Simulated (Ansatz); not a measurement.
Ansatz (a program for electronic structure) input (B3LYP-D3(BJ)/def2-TZVP):

Ansatz 0.2 input:
```yaml
crystal:
  periodic: [false, false, false]
  atoms:
    - {symbol: Pt, position_ang: [-0.00000000, -0.00000000, -0.11970532]}
    - {symbol: C, position_ang: [0.00000000, 0.00000000, 1.55616920]}
basis:
  gaussian:
    orbitals: def2-TZVP
hamiltonian:
  xc: b3lyp
  dispersion: d3bj
phonons: {temperatures: {t_min: 298.15, t_max: 298.15, t_step: 100}}
```

Output:

```
Functional definition: B3LYP
integrals: 0.01 GiB planned
594 factors; their error is unknown
mean field: 0.16 GiB planned
mean field evaluation 1: about -4280.1491 eV, gradient 3.6e1 eV
mean field evaluation 2: about -4260.7572 eV, gradient 9.7e1 eV
mean field evaluation 4: about -4282.6780 eV, gradient 4.2e0 eV
mean field evaluation 8: about -4282.7439 eV, gradient 1.1e-1 eV
mean field evaluation 16: about -4282.7440 eV, gradient 1.3e-5 eV
mean field -4282.74396655 eV, -157.3879378225 hartree, gradient 1.3e-5 eV, S^2 0.000000; 0 other end points of the search recorded, 0 dependent functions left out
the calculation of the forces begins
reference -4282.74413421 eV, -157.3879439840 hartree; 12, 12 occupied and 59, 59 virtual orbitals, 594 factors
these checks for a lower state are left out or cut short: stability, starts, cluster_reference, orbital_swaps, neighbouring_geometries, increment
integrals: 0.01 GiB planned
594 factors; their error is unknown
mean field: 0.16 GiB planned
mean field -4282.74396655 eV, -157.3879378226 hartree, gradient 1.4e-6 eV, S^2 0.000000; 0 other end points of the search recorded, 0 dependent functions left out
the calculation of the forces begins
reference -4282.74413421 eV, -157.3879439841 hartree; 12, 12 occupied and 59, 59 virtual orbitals, 594 factors
these checks for a lower state are left out or cut short: stability, starts, cluster_reference, orbital_swaps, neighbouring_geometries, increment
integrals: 0.01 GiB planned
594 factors; their error is unknown
mean field: 0.16 GiB planned
mean field evaluation 32: about -4282.7440 eV, gradient 1.4e-6 eV
mean field -4282.74396655 eV, -157.3879378226 hartree, gradient 1.4e-6 eV, S^2 0.000000; 0 other end points of the search recorded, 0 dependent functions left out
the calculation of the forces begins
reference -4282.74413421 eV, -157.3879439841 hartree; 12, 12 occupied and 59, 59 virtual orbitals, 594 factors
these checks for a lower state are left out or cut short: stability, starts, cluster_reference, orbital_swaps, neighbouring_geometries, increment
integrals: 0.01 GiB planned
594 factors; their error is unknown
mean field: 0.16 GiB planned
mean field -4282.74396655 eV, -157.3879378226 hartree, gradient 1.4e-6 eV, S^2 0.000000; 0 other end points of the search recorded, 0 dependent functions left out
the calculation of the forces begins
reference -4282.74413421 eV, -157.3879439841 hartree; 12, 12 occupied and 59, 59 virtual orbitals, 594 factors
these checks for a lower state are left out or cut short: stability, starts, cluster_reference, orbital_swaps, neighbouring_geometries, increment
integrals: 0.01 GiB planned
594 factors; their error is unknown
mean field: 0.16 GiB planned
mean field -4282.74396655 eV, -157.3879378226 hartree, gradient 1.4e-6 eV, S^2 0.000000; 0 other end points of the search recorded, 0 dependent functions left out
the calculation of the forces begins
reference -4282.74413421 eV, -157.3879439841 hartree; 12, 12 occupied and 59, 59 virtual orbitals, 594 factors
these checks for a lower state are left out or cut short: stability, starts, cluster_reference, orbital_swaps, neighbouring_geometries, increment
integrals: 0.01 GiB planned
594 factors; their error is unknown
mean field: 0.16 GiB planned
mean field -4282.74381589 eV, -157.3879322859 hartree, gradient 1.4e-6 eV, S^2 0.000000; 0 other end points of the search recorded, 0 dependent functions left out
the calculation of the forces begins
reference -4282.74398352 eV, -157.3879384464 hartree; 12, 12 occupied and 59, 59 virtual orbitals, 594 factors
these checks for a lower state are left out or cut short: stability, starts, cluster_reference, orbital_swaps, neighbouring_geometries, increment
integrals: 0.01 GiB planned
594 factors; their error is unknown
mean field: 0.16 GiB planned
mean field evaluation 64: about -4282.7438 eV, gradient 1.4e-6 eV
mean field -4282.74382067 eV, -157.3879324614 hartree, gradient 1.4e-6 eV, S^2 0.000000; 0 other end points of the search recorded, 0 dependent functions left out
the calculation of the forces begins
reference -4282.74398835 eV, -157.3879386239 hartree; 12, 12 occupied and 59, 59 virtual orbitals, 594 factors
these checks for a lower state are left out or cut short: stability, starts, cluster_reference, orbital_swaps, neighbouring_geometries, increment
integrals: 0.01 GiB planned
594 factors; their error is unknown
mean field: 0.16 GiB planned
mean field -4282.74396655 eV, -157.3879378226 hartree, gradient 1.4e-6 eV, S^2 0.000000; 0 other end points of the search recorded, 0 dependent functions left out
the calculation of the forces begins
reference -4282.74413421 eV, -157.3879439841 hartree; 12, 12 occupied and 59, 59 virtual orbitals, 594 factors
these checks for a lower state are left out or cut short: stability, starts, cluster_reference, orbital_swaps, neighbouring_geometries, increment
integrals: 0.01 GiB planned
594 factors; their error is unknown
mean field: 0.16 GiB planned
mean field -4282.74396655 eV, -157.3879378226 hartree, gradient 1.4e-6 eV, S^2 0.000000; 0 other end points of the search recorded, 0 dependent functions left out
the calculation of the forces begins
reference -4282.74413421 eV, -157.3879439841 hartree; 12, 12 occupied and 59, 59 virtual orbitals, 594 factors
these checks for a lower state are left out or cut short: stability, starts, cluster_reference, orbital_swaps, neighbouring_geometries, increment
integrals: 0.01 GiB planned
594 factors; their error is unknown
mean field: 0.16 GiB planned
mean field -4282.74396655 eV, -157.3879378226 hartree, gradient 1.4e-6 eV, S^2 0.000000; 0 other end points of the search recorded, 0 dependent functions left out
the calculation of the forces begins
reference -4282.74413421 eV, -157.3879439841 hartree; 12, 12 occupied and 59, 59 virtual orbitals, 594 factors
these checks for a lower state are left out or cut short: stability, starts, cluster_reference, orbital_swaps, neighbouring_geometries, increment
integrals: 0.01 GiB planned
594 factors; their error is unknown
mean field: 0.16 GiB planned
mean field evaluation 96: about -4282.7440 eV, gradient 1.4e-6 eV
mean field -4282.74396655 eV, -157.3879378226 hartree, gradient 1.4e-6 eV, S^2 0.000000; 0 other end points of the search recorded, 0 dependent functions left out
the calculation of the forces begins
reference -4282.74413421 eV, -157.3879439841 hartree; 12, 12 occupied and 59, 59 virtual orbitals, 594 factors
these checks for a lower state are left out or cut short: stability, starts, cluster_reference, orbital_swaps, neighbouring_geometries, increment
integrals: 0.01 GiB planned
594 factors; their error is unknown
mean field: 0.16 GiB planned
mean field -4282.74382067 eV, -157.3879324614 hartree, gradient 1.4e-6 eV, S^2 0.000000; 0 other end points of the search recorded, 0 dependent functions left out
the calculation of the forces begins
reference -4282.74398835 eV, -157.3879386239 hartree; 12, 12 occupied and 59, 59 virtual orbitals, 594 factors
these checks for a lower state are left out or cut short: stability, starts, cluster_reference, orbital_swaps, neighbouring_geometries, increment
integrals: 0.01 GiB planned
594 factors; their error is unknown
mean field: 0.16 GiB planned
mean field -4282.74381589 eV, -157.3879322859 hartree, gradient 1.4e-6 eV, S^2 0.000000; 0 other end points of the search recorded, 0 dependent functions left out
the calculation of the forces begins
reference -4282.74398352 eV, -157.3879384464 hartree; 12, 12 occupied and 59, 59 virtual orbitals, 594 factors
Total energy: -4282.80750954 eV, -157.3902729843 hartree
Atom 0 at    -0.000000    -0.000000    -0.119705 Å, force    -0.000000    -0.000000    -0.000073 eV/Å
Atom 1 at     0.000000     0.000000     1.556169 Å, force     0.000000     0.000000     0.000073 eV/Å
Dipole moment:    -0.000000     0.000000    -0.235637 e Å
Vibrations: 1067.90 cm⁻¹, zero-point energy 0.066202 eV
```
